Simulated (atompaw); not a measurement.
**Pseudopotential generation for rhodium: PAW (atompaw), PBE, scalar-relativistic.**

| Item | Value |
| --- | --- |
| Element | Rh |
| Generator | atompaw 4.2.0.5 |
| Type | PAW |
| Functional | PBE |
| Relativity | scalar-relativistic |
| Frozen core | [Ar] 3d10 |
| Valence charge | 17 |
| Reference configuration | 4s2 4p6 4d8 5s0.75 5p0.25 |
| Partial waves | 4s (bound): rc 1.30 bohr; 5s (bound): rc 1.65 bohr; 4p (bound): rc 1.15 bohr; 5p (bound): rc 2.30 bohr; 4d (bound): rc 2.30 bohr; 4d channel at 3.4 Ry: rc 2.30 bohr |
| Local potential | bessel scheme, radius 1.55 bohr |
| Core correction | smooth core density matched at 2.20 bohr |
| Augmentation charge | sinc compensation charge, radius 1.75 bohr; PAW radius 2.30 bohr; waves and projectors: custom rrkj gramschmidtortho |

All-electron outer shells of the reference configuration (PBE, scalar-relativistic, ld1.x):

```tsv
shell	level (eV)	outermost node (bohr)	outermost maximum (bohr)
3p	-483.32	0.15	0.34
3d	-301.07	–	0.29
4s	-82.97	0.47	0.88
4p	-50.91	0.47	0.94
4d	-6.41	0.46	1.14
5s	-4.63	1.19	2.63
5p	-1.12	1.35	3.83
```

Estimate the cutoffs (Ry, on a coarse ladder) from which the occupation-weighted sum of valence levels, in a spherical-Bessel basis at the reference potential, stays within 10 and 1 mRy of its value at 400 Ry.

60 Ry and 110 Ry.

What does a ghost test show?

No extra level below or beside the all-electron valence levels (s, p, d, f tested).

Is the overlap operator S = 1 + Σ q|β⟩⟨β| positive definite (Bessel basis up to 400 Ry)?

Yes: its lowest eigenvalue is 0.07 (s channel).

Which valence shell sets the plane-wave cutoff?

4p: its level needs 60 Ry to come within 1 mRy, against 35 Ry for 5s.
